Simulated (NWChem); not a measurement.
C2H7ClSi; SMILES C(Cl)C[SiH3]

```xyz
11

Si     0.4784     1.7127     0.0553
C     -1.0070     0.5975    -0.3379
C     -0.9927    -0.7686     0.3175
Cl     0.5045    -1.6818    -0.0647
H      0.1144     3.1200    -0.2989
H      0.7831     1.6538     1.5188
H      1.6937     1.3326    -0.7200
H     -1.0801     0.4933    -1.4338
H     -1.9206     1.1275    -0.0144
H     -1.0364    -0.6920     1.4134
H     -1.8303    -1.3969    -0.0173
```
Atoms are numbered in this order, from 1.

Program: NWChem. Pople sets run with spherical d functions. The geometry was optimised at PBE0/def2-SVP. Ions are spin-unrestricted doublets at the neutral geometry; other ion states weren't tried.

```json
[
 {"level": "B3LYP/6-31G*", "vertical ionisation energy, ΔSCF (eV)": "10.44", "−ε(HOMO) (eV)": "8.01", "ΔSCF minus −ε(HOMO) (eV)": "2.43", "relative time": "2"},
 {"level": "LRC-wPBEh/6-31G*", "vertical ionisation energy, ΔSCF (eV)": "10.71", "−ε(HOMO) (eV)": "10.19", "ΔSCF minus −ε(HOMO) (eV)": "0.52", "relative time": "4"},
 {"level": "CAM-B3LYP/6-31G*", "vertical ionisation energy, ΔSCF (eV)": "10.74", "−ε(HOMO) (eV)": "9.66", "ΔSCF minus −ε(HOMO) (eV)": "1.08", "relative time": "5"},
 {"level": "Hartree-Fock/6-31G*", "vertical ionisation energy, ΔSCF (eV)": "10.57", "−ε(HOMO) (eV)": "11.65", "ΔSCF minus −ε(HOMO) (eV)": "-1.08", "relative time": "1"}
]
```

Times are rough ratios from one shared machine.
